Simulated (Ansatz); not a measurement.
Problem. Name a neutral molecule of F, O, Si and H with zero-point energy (PBE0-D4/def2-TZVP) between 136 and 152 kJ/mol and HOMO energy (ωB97M-V/def2-TZVPP) between -11.35 and -11.05 eV (Ansatz, PBE0-D4/def2-TZVP geometry).

Solution. `O[SiH2]O[SiH2]F` (150.1 kJ/mol, -11.23 eV). Other molecules can fit too; these were computed, each in one conformer that needn't be the lowest.
